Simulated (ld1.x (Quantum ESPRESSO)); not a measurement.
**PBEsol TM dataset for Ag (Z = 47), non-relativistic all-electron reference.**

Input for ld1.x (Quantum ESPRESSO) 7.5:

```
&input
   title='Ag', zed=47., rel=0, dft='PBESOL', iswitch=3,
   config='[Kr] 4d10 5s1 5p0',
   nld=3, rlderiv=1.80, eminld=-8.0, emaxld=5.0, deld=0.04
 /
 &inputp
   pseudotype=2, tm=.true., lloc=2,
   nlcc=.false.,
   file_pseudopw='Ag.UPF', file_wfcaegen='ae.wfc', file_wfcncgen='nc.wfc', file_beta='beta', file_chi='chi'
 /
3
4S  1  0   2.00   0.00  1.50  1.50  0.0
4P  2  1   6.00   0.00  1.65  1.65  0.0
4D  3  2  10.00   0.00  1.60  1.60  0.0
 &test
   configts(1)='4s2 4p6 4d10 5s1 5p0'
 /
```

Command:

```bash
ld1.x < Ag.in > Ag.out
```

The program printed (shortened: banner, matrices, multipoles, cross overlaps and the repeated all-electron block are left out):

```
Program LD1 v.7.5
     --------------------------- All-electron run ----------------------------

     Ag

     atomic number is 47.00
     dft =PBESOL   lsd =0 sic =0 latt =0  beta=0.20 tr2=1.0E-14
     Exchange-correlation= PBESOL
                           (   1   4  10   8   0   0   0)
     mesh =1237 r(mesh) =  99.46963 a.u. xmin = -7.00 dx = 0.01250
     1 Ry =  13.60569312 eV

     n l     nl                  e(Ry)          e(Ha)          e(eV)
     1 0     1S 1( 2.00)     -1801.8332      -900.9166    -24515.1890
     2 0     2S 1( 2.00)      -259.8373      -129.9187     -3535.2670
     2 1     2P 1( 6.00)      -241.8319      -120.9160     -3290.2909
     3 0     3S 1( 2.00)       -47.3916       -23.6958      -644.7958
     3 1     3P 1( 6.00)       -40.1345       -20.0673      -546.0580
     4 0     4S 1( 2.00)        -6.4412        -3.2206       -87.6375
     4 1     4P 1( 6.00)        -4.1625        -2.0813       -56.6338
     3 2     3D 1(10.00)       -26.7081       -13.3540      -363.3822
     4 2     4D 1(10.00)        -0.5819        -0.2910        -7.9178
     5 0     5S 1( 1.00)        -0.2938        -0.1469        -3.9972
     5 1     5P 1( 0.00)        -0.0515        -0.0258        -0.7008

     final scf error:  8.2E-15 reached in  28 iterations

     Etot =  -10394.380560 Ry,   -5197.190280 Ha, -141422.752096 eV

     Ekin =   10389.496189 Ry,    5194.748095 Ha,  141356.296852 eV
     Encl =  -24760.799202 Ry,  -12380.399601 Ha, -336887.835424 eV
     Eh   =    4263.652231 Ry,    2131.826115 Ha,   58009.943835 eV
     Exc  =    -286.729777 Ry,    -143.364889 Ha,   -3901.157360 eV

     normalization and overlap integrals

     s(1S/1S) =  1.000000  <r> =   0.0324  <r2> =    0.0014  r(max) =   0.0215
     s(2S/2S) =  1.000000  <r> =   0.1406  <r2> =    0.0232  r(max) =   0.1194
     s(2P/2P) =  1.000000  <r> =   0.1201  <r2> =    0.0175  r(max) =   0.0930
     s(3S/3S) =  1.000000  <r> =   0.3815  <r2> =    0.1663  r(max) =   0.3455
     s(3P/3P) =  1.000000  <r> =   0.3734  <r2> =    0.1617  r(max) =   0.3328
     s(4S/4S) =  1.000000  <r> =   0.9428  <r2> =    1.0081  r(max) =   0.8499
     s(4P/4P) =  1.000000  <r> =   1.0148  <r2> =    1.1822  r(max) =   0.8824
     s(3D/3D) =  1.000000  <r> =   0.3457  <r2> =    0.1422  r(max) =   0.2725
     s(4D/4D) =  1.000000  <r> =   1.4015  <r2> =    2.4426  r(max) =   1.0252
     s(5S/5S) =  1.000000  <r> =   3.3050  <r2> =   12.7603  r(max) =   2.6178
     s(5P/5P) =  1.000000  <r> =   5.4398  <r2> =   36.4044  r(max) =   3.8569

     ------------------------ End of All-electron run ------------------------

     --------------------- Generating NC pseudopotential ---------------------

      Generating local pot.: lloc=2, matching radius rcloc =   1.6000

      Wfc   4S  rcut= 1.492  Using Troullier-Martins method

      Wfc   4P  rcut= 1.648  Using Troullier-Martins method

     ------------------- End of pseudopotential generation -------------------

     Computing logarithmic derivative in   1.81053
     Computing logarithmic derivative in   1.81053
     Computing the partial wave expansion
     R is outside the sphere for l=    0 j= 0.00
     R is outside the sphere for l=    1 j= 0.00
       no projector for channel:   2

     ---------------------- Testing the pseudopotential ----------------------

     Ag

     atomic number is 47.00   valence charge is 19.00
     dft =PBESOL   lsd =0 sic =0 latt =0  beta=0.20 tr2=1.0E-14
     mesh =1237 r(mesh) =  99.46963 xmin = -7.00 dx = 0.01250

     n l     nl             e AE (Ry)        e PS (Ry)    De AE-PS (Ry)
     1 0     4S   1( 2.00)       -6.44124       -6.44124        0.00000
     2 1     4P   1( 6.00)       -4.16251       -4.16251        0.00000
     3 2     4D   1(10.00)       -0.58194       -0.58194       -0.00000
     2 0     5S   1( 1.00)       -0.29379       -0.33628        0.04249  !
     3 1     5P   1( 0.00)       -0.05151       -0.05290        0.00139

     eps = 6.9E-15  iter =179

     Etot =  -10394.380560 Ry,   -5197.190280 Ha, -141422.752096 eV
     Etotps =  -292.879822 Ry,    -146.439911 Ha,   -3984.832983 eV

     Ekin =     106.213529 Ry,      53.106764 Ha,    1445.108676 eV
     Encl =    -648.492021 Ry,    -324.246010 Ha,   -8823.183425 eV
     Ehrt =     257.395124 Ry,     128.697562 Ha,    3502.039065 eV
     Ecxc =     -27.520286 Ry,     -13.760143 Ha,    -374.432562 eV
     Epseu=      19.523832 Ry,       9.761916 Ha,     265.635262 eV

     ---------------------- End of pseudopotential test ----------------------
```

Generation and configuration tests took about 5.8 s on one core of a shared server CPU.

Transferability test of the new file with ld1.x, input:

```
&input
   title='Ag', zed=47., rel=0, dft='PBESOL', iswitch=2,
   config='[Kr] 4d10 5s1 5p0'
 /
 &test
   file_pseudo='Ag.UPF', nconf=8,
   configts(1)='4s2 4p6 4d10 5s1 5p0',
   configts(2)='4s2 4p6 4d10 5s0 5p0',
   configts(3)='4s2 4p6 4d9 5s0 5p0',
   configts(4)='4s2 4p6 4d8 5s0 5p0',
   configts(5)='4s1 4p6 4d10 5s1 5p0',
   configts(6)='4s2 4p6 4d9 5s1 5p1',
   configts(7)='4s2 4p6 4d10 5s0.5 5p0',
   configts(8)='4s2 4p6 4d10 5s0 5p1'
 /
```

```bash
ld1.x < Ag.test.in > Ag.test.out
```

Pseudopotential blocks of its output, shortened (energy terms left out; the distinct warnings before each block abridged to one line each):

```
     ---------------------- Testing the pseudopotential ----------------------

     n l     nl             e AE (Ry)        e PS (Ry)    De AE-PS (Ry)
     1 0     4S   1( 2.00)       -6.44124       -6.44124        0.00000
     2 1     4P   1( 6.00)       -4.16251       -4.16251        0.00000
     3 2     4D   1(10.00)       -0.58194       -0.58194       -0.00000
     2 0     5S   1( 1.00)       -0.29379       -0.33628        0.04249  !
     3 1     5P   1( 0.00)       -0.05151       -0.05290        0.00139

     eps = 9.4E-15  iter =164

     Etot =  -10394.380560 Ry,   -5197.190280 Ha, -141422.752097 eV
     Etotps =  -292.879822 Ry,    -146.439911 Ha,   -3984.832983 eV

     ---------------------- End of pseudopotential test ----------------------

          Warning: convergence not achieved
     ---------------------- Testing the pseudopotential ----------------------

     n l     nl             e AE (Ry)        e PS (Ry)    De AE-PS (Ry)
     1 0     4S   1( 2.00)       -7.02828       -7.06826        0.03998  !
     2 1     4P   1( 6.00)       -4.75127       -4.78994        0.03868  !
     3 2     4D   1(10.00)       -1.16661       -1.19965        0.03303  !
     2 0     5S   1( 0.00)       -0.76932       -0.84753        0.07821  !
     3 1     5P   1( 0.00)       -0.43963       -0.45805        0.01842  !

     eps = 3.8E-12  iter =201

     Etot =  -10393.854943 Ry,   -5196.927472 Ha, -141415.600723 eV
     Etotps =  -292.294443 Ry,    -146.147222 Ha,   -3976.868497 eV
     dEtot_ae =       0.525616 Ry
     dEtot_ps =       0.585379 Ry,   Delta E=      -0.059763 Ry

     ---------------------- End of pseudopotential test ----------------------

          Warning: convergence not achieved
     ---------------------- Testing the pseudopotential ----------------------

     n l     nl             e AE (Ry)        e PS (Ry)    De AE-PS (Ry)
     1 0     4S   1( 2.00)       -8.08756       -8.13398        0.04642  !
     2 1     4P   1( 6.00)       -5.79953       -5.84476        0.04523  !
     3 2     4D   1( 9.00)       -2.15123       -2.19063        0.03940  !
     2 0     5S   1( 0.00)       -1.45061       -1.57100        0.12040  !
     3 1     5P   1( 0.00)       -1.02374       -1.05141        0.02767  !

     eps = 1.3E-12  iter =201

     Etot =  -10392.206895 Ry,   -5196.103448 Ha, -141393.177890 eV
     Etotps =  -290.610015 Ry,    -145.305007 Ha,   -3953.950679 eV
     dEtot_ae =       2.173664 Ry
     dEtot_ps =       2.269807 Ry,   Delta E=      -0.096143 Ry

     ---------------------- End of pseudopotential test ----------------------

          Warning: convergence not achieved
     ---------------------- Testing the pseudopotential ----------------------

     n l     nl             e AE (Ry)        e PS (Ry)    De AE-PS (Ry)
     1 0     4S   1( 2.00)       -9.27408       -9.32512        0.05104  !
     2 1     4P   1( 6.00)       -6.97069       -7.02052        0.04983  !
     3 2     4D   1( 8.00)       -3.25216       -3.29586        0.04370  !
     2 0     5S   1( 0.00)       -2.21543       -2.39262        0.17719  !
     3 1     5P   1( 0.00)       -1.70538       -1.74404        0.03866  !

     eps = 1.5E-11  iter =201

     Etot =  -10389.513863 Ry,   -5194.756931 Ha, -141356.537316 eV
     Etotps =  -287.875243 Ry,    -143.937622 Ha,   -3916.742217 eV
     dEtot_ae =       4.866697 Ry
     dEtot_ps =       5.004579 Ry,   Delta E=      -0.137882 Ry

     ---------------------- End of pseudopotential test ----------------------

          Warning: convergence not achieved
     ---------------------- Testing the pseudopotential ----------------------

     n l     nl             e AE (Ry)        e PS (Ry)    De AE-PS (Ry)
     1 0     4S   1( 1.00)       -7.49995       -7.50493        0.00499
     2 1     4P   1( 6.00)       -5.20147       -5.20126       -0.00021
     3 2     4D   1(10.00)       -1.53117       -1.52423       -0.00694  !
     2 0     5S   1( 1.00)       -0.89815       -0.98232        0.08418  !
     3 1     5P   1( 0.00)       -0.53030       -0.53584        0.00554  !

     eps = 4.9E-14  iter =201

     Etot =  -10387.426616 Ry,   -5193.713308 Ha, -141328.138881 eV
     Etotps =  -285.922653 Ry,    -142.961326 Ha,   -3890.175873 eV
     dEtot_ae =       6.953943 Ry
     dEtot_ps =       6.957169 Ry,   Delta E=      -0.003226 Ry

     ---------------------- End of pseudopotential test ----------------------

          Warning: convergence not achieved
     ---------------------- Testing the pseudopotential ----------------------

     n l     nl             e AE (Ry)        e PS (Ry)    De AE-PS (Ry)
     1 0     4S   1( 2.00)       -6.89369       -6.88426       -0.00943  !
     2 1     4P   1( 6.00)       -4.60490       -4.59681       -0.00809  !
     3 2     4D   1( 9.00)       -0.96876       -0.96342       -0.00534  !
     2 0     5S   1( 1.00)       -0.46173       -0.52359        0.06187  !
     3 1     5P   1( 1.00)       -0.15442       -0.15866        0.00424

     eps = 3.7E-12  iter =201

     Etot =  -10393.708148 Ry,   -5196.854074 Ha, -141413.603467 eV
     Etotps =  -292.212755 Ry,    -146.106378 Ha,   -3975.757072 eV
     dEtot_ae =       0.672412 Ry
     dEtot_ps =       0.667067 Ry,   Delta E=       0.005345 Ry

     ---------------------- End of pseudopotential test ----------------------

          Warning: convergence not achieved
     ---------------------- Testing the pseudopotential ----------------------

     n l     nl             e AE (Ry)        e PS (Ry)    De AE-PS (Ry)
     1 0     4S   1( 2.00)       -6.72123       -6.73993        0.01870  !
     2 1     4P   1( 6.00)       -4.44335       -4.46150        0.01815  !
     3 2     4D   1(10.00)       -0.86147       -0.87727        0.01580  !
     2 0     5S   1( 0.50)       -0.52261       -0.58211        0.05950  !
     3 1     5P   1( 0.00)       -0.23387       -0.24266        0.00879  !

     eps = 1.0E-12  iter =201

     Etot =  -10394.177321 Ry,   -5197.088661 Ha, -141419.986902 eV
     Etotps =  -292.651140 Ry,    -146.325570 Ha,   -3981.721601 eV
     dEtot_ae =       0.203238 Ry
     dEtot_ps =       0.228682 Ry,   Delta E=      -0.025444 Ry

     ---------------------- End of pseudopotential test ----------------------

          Warning: convergence not achieved
     ---------------------- Testing the pseudopotential ----------------------

     n l     nl             e AE (Ry)        e PS (Ry)    De AE-PS (Ry)
     1 0     4S   1( 2.00)       -6.58148       -6.61076        0.02928  !
     2 1     4P   1( 6.00)       -4.30359       -4.33178        0.02818  !
     3 2     4D   1(10.00)       -0.71987       -0.74290        0.02303  !
     2 0     5S   1( 0.00)       -0.38359       -0.44364        0.06005  !
     3 1     5P   1( 1.00)       -0.12077       -0.13045        0.00967  !

     eps = 2.3E-12  iter =201

     Etot =  -10394.127717 Ry,   -5197.063858 Ha, -141419.311993 eV
     Etotps =  -292.581271 Ry,    -146.290635 Ha,   -3980.770980 eV
     dEtot_ae =       0.252843 Ry
     dEtot_ps =       0.298552 Ry,   Delta E=      -0.045709 Ry

     ---------------------- End of pseudopotential test ----------------------
```
